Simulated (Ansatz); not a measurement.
A nudged elastic band was laid between two geometries of BCl2F + H2 (6 atoms, charge 0, multiplicity 1).

Level of theory: RKS PBE/def2-SVP in Ansatz.

| Quantity | Value |
| --- | --- |
| movable images | 5 |
| climbing image | yes |
| spring | 5.0 eV/Å² |
| optimiser | quadratic models (default) |
| start path | through a guess of the saddle point |
| force threshold | 0.05 eV/Å |
| iteration limit | 60 |
| end points | relaxed |

Initial state:

```xyz
6
Properties=species:S:1:pos:R:3
B -0.005 0.541 -0.108
F -0.004 0.755 1.199
Cl 1.525 0.443 -0.961
Cl -1.535 0.373 -0.948
H 0.069 -2.548 0.898
H 0.061 -2.091 1.515
```

Final state:

```xyz
6
Properties=species:S:1:pos:R:3
B 0.017 -0.469 -0.467
F 0.017 -0.043 2.054
Cl 1.523 0.289 -0.928
Cl -1.527 0.220 -0.915
H 0.044 -1.574 0.037
H 0.037 -0.950 1.814
```

(1) Which bonds break or form, and what moves?

(2) Give the energies along the band, and the barrier.

(3) What is the geometry of the highest image?

(4) What are the harmonic wavenumbers there?

Answers

(1) Bonds broken: B1–F2, H5–H6. Bonds formed: B1–H5, F2–H6. BCl2F + H2 becomes BCl2H + FH.

(2) It converged. The highest image is number 4 of 0 to 6, 40.9 kcal/mol above the first end and 10.8 kcal/mol above the last; the last end lies 30.1 kcal/mol above the first. A vibrational analysis at the climbing image gives one clearly imaginary mode, 944i cm⁻¹: a first-order saddle point. The orbitals stay closed-shell, which can raise the energy where a bond breaks towards radicals; this wasn't checked here.

| image | path coordinate (Å) | energy (kcal/mol) | B1–F2 (Å) | H5–H6 (Å) | B1–H5 (Å) |
| --- | --- | --- | --- | --- | --- |
| 0 | 0.00 | 0.0 | 1.32 | 0.77 | 3.25 |
| 1 | 0.55 | 0.5 | 1.32 | 0.77 | 2.75 |
| 2 | 1.10 | 3.8 | 1.33 | 0.77 | 2.24 |
| 3 | 1.66 | 17.6 | 1.38 | 0.80 | 1.69 |
| 4 | 2.21 | 40.9 | 1.65 | 1.09 | 1.33 |
| 5 | 2.70 | 32.5 | 2.08 | 1.53 | 1.23 |
| 6 | 3.19 | 30.1 | 2.56 | 1.88 | 1.22 |

(3) 
```xyz
6
Properties=species:S:1:pos:R:3:forces:R:3
B 0.014 -0.299 -0.027 0.00 0.00 0.00
F 0.018 0.069 1.577 0.00 0.00 0.00
Cl 1.543 0.196 -0.774 0.00 0.00 0.00
Cl -1.542 0.137 -0.753 0.00 0.00 0.00
H 0.041 -1.585 0.313 0.00 0.00 0.00
H 0.037 -1.044 1.259 0.00 0.00 0.00
```

(4) 944i, 243, 249, 358, 676, 683, 879, 911, 1107, 1332, 1921, 2189 cm⁻¹.

Run time: 5.5 min on 1 thread of Arm Neoverse V1, with other jobs on the host, peak memory 0.12 GiB.
